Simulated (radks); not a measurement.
Species: Bi LXXI. Configuration: [Ne] 3s2 3p1 (the NIST ground configuration). Calculated with a radial shooting solver on a logarithmic mesh with Libxc functionals: scalar-relativistic Kohn-Sham, exchange-only LDA, spin-polarised, spherical densities, point nucleus; open shells are filled with parallel spins first (spin-orbit coupling, left out, can overturn this in heavy ions).

Normalised radial functions P(r) = r R(r), r in bohr:

r	2p down	3p up
0.0008358	0.0205	0.0118
0.0009349	0.0246	0.0142
0.001037	0.0292	0.0169
0.001151	0.0346	0.0200
0.001287	0.0416	0.0240
0.001429	0.0492	0.0284
0.001585	0.0584	0.0337
0.001773	0.0701	0.0404
0.001967	0.0830	0.0479
0.0022	0.0996	0.0575
0.002442	0.1179	0.0680
0.002709	0.1395	0.0804
0.00303	0.1671	0.0963
0.003362	0.1975	0.1138
0.003731	0.2331	0.1343
0.004173	0.2785	0.1603
0.00463	0.3281	0.1887
0.005179	0.3908	0.2245
0.005747	0.4590	0.2634
0.006377	0.5379	0.3083
0.007132	0.6367	0.3642
0.007914	0.7426	0.4240
0.008852	0.8736	0.4975
0.009822	1.0123	0.5749
0.0109	1.1686	0.6614
0.01219	1.3576	0.7648
0.01353	1.5525	0.8700
0.01501	1.7657	0.9832
0.01679	2.0144	1.1120
0.01863	2.2605	1.2354
0.02083	2.5372	1.3679
0.02312	2.7993	1.4852
0.02565	3.0589	1.5901
0.02869	3.3254	1.6800
0.03184	3.5494	1.7317
0.03533	3.7384	1.7419
0.03951	3.8885	1.6933
0.04384	3.9650	1.5811
0.04904	3.9671	1.3766
0.05441	3.8861	1.1023
0.06038	3.7218	0.7452
0.06753	3.4544	0.2744
0.07494	3.1313	-0.2280
0.08382	2.7210	-0.8117
0.093	2.3042	-1.3588
0.1032	1.8779	-1.8703
0.1154	1.4365	-2.3330
0.1281	1.0663	-2.6386
0.1421	0.7510	-2.7940
0.159	0.4822	-2.7774
0.1764	0.2987	-2.5982
0.1973	0.1644	-2.2614
0.2189	0.0868	-1.8626
0.2429	0.0419	-1.4353
0.2717	0.0171	-1.0003
0.3015	0.0066	-0.6597
0.3345	0.0023	-0.3994
0.3741	0.0006	-0.2095
0.4151	0.0002	-0.1034
0.4643	0.0000	-0.0425
0.5152	0.0000	-0.0163

2p down: eigenvalue -20014 eV, 0 radial nodes, <r> = 0.0596 bohr, 90 % of the charge inside 0.0970 bohr. 3p up: eigenvalue -8427.4 eV, 1 radial node at r = 0.0716 bohr, <r> = 0.157 bohr, 90 % of the charge inside 0.233 bohr.
